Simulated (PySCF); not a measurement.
From one molecule to another.

First species: bicyclo[2.2.2]octa-2,5,7-triene, C₈H₈.
Bonds: C1–C2 (double), C2–C3, C3–C4, C4–C5 (double), C5–C6, C6–C7, C7–C8 (double), C1–C6, C3–C8. Hydrogens: H9 on C1; H10 on C2; H11 on C3; H12 on C4; H13 on C5; H14 on C6; H15 on C7; H16 on C8.

Second species: C2H8O3Si2.
InChI=1S/C2H8O3Si2/c1-4-2(3)7-5-6/h7H2,1,6H3

Levels: CAM-B3LYP/def2-SVPD for dipole moment, HOMO energy, LUMO energy, HOMO–LUMO gap, static isotropic polarisability and electronic spatial extent ⟨r²⟩ about the centre of nuclear charge; TDDFT CAM-B3LYP/def2-SVPD for lowest singlet excitation; TDA CAM-B3LYP/def2-SVPD for lowest triplet excitation (Tamm–Dancoff); ΔSCF CAM-B3LYP/def2-SVPD for vertical ionisation energy; PBE0-D3(BJ)/def2-SVP for rotational constant A and rotational constant C. Geometries: PBE0-D3(BJ)/def2-SVP. All species are isolated and taken at one optimised geometry, non-relativistic unless stated; the electronic structure was computed with PySCF and density fitting.

The conformers computed, where there is a choice (atom-mapped SMILES and torsion angles):
- `[CH3:1][O:2][C:3](=[O:4])[SiH2:5][O:6][SiH3:7]`: C1–O2–C3–O4 0°, O2–C3–Si5–O6 179°, C3–Si5–O6–Si7 1°

Values for the first species:

```
Dipole moment                                                     : 0.00 D
HOMO energy                                                       : -7.40 eV
LUMO energy                                                       : 0.91 eV
HOMO–LUMO gap                                                     : 8.31 eV
Lowest singlet excitation                                         : 5.09 eV
Lowest triplet excitation (Tamm–Dancoff)                          : 3.57 eV
Static isotropic polarisability                                   : 79.8 au
Vertical ionisation energy                                        : 8.15 eV
Electronic spatial extent ⟨r²⟩ about the centre of nuclear charge : 675 bohr²
Rotational constant A                                             : 2.888 GHz
Rotational constant C                                             : 2.819 GHz
```

Q: Estimate the same properties for the second species, and the change in each.

A: 
```csv
property,first,second,second less first
dipole moment,0.00 D,2.19 D,+2.19 D
HOMO energy,-7.40 eV,-9.34 eV,-1.94 eV
LUMO energy,0.91 eV,0.41 eV,-0.50 eV
HOMO–LUMO gap,8.31 eV,9.75 eV,+1.44 eV
lowest singlet excitation,5.09 eV,5.18 eV,+0.09 eV
lowest triplet excitation (Tamm–Dancoff),3.57 eV,4.50 eV,+0.93 eV
static isotropic polarisability,79.8 au,86.6 au,+6.8 au
vertical ionisation energy,8.15 eV,10.07 eV,+1.92 eV
electronic spatial extent ⟨r²⟩ about the centre of nuclear charge,675 bohr²,1447 bohr²,+772 bohr²
rotational constant A,2.888 GHz,3.630 GHz,+0.742 GHz
rotational constant C,2.819 GHz,0.786 GHz,-2.033 GHz
```

On the first: Point group D3h forbids a permanent dipole, so the rigid molecule has no electric-dipole pure rotational spectrum. The principal polarisabilities are 74.1, 74.1 and 91.2 au; their mean is the isotropic value.

On the second: The vertical singlet–triplet gap S1 − T1 is 0.68 eV (TDDFT singlet less Tamm–Dancoff triplet; S1: HOMO→LUMO, weight 0.89; T1: HOMO→LUMO, weight 0.90). The principal polarisabilities are 72.3, 86.9 and 100.8 au; their mean is the isotropic value.
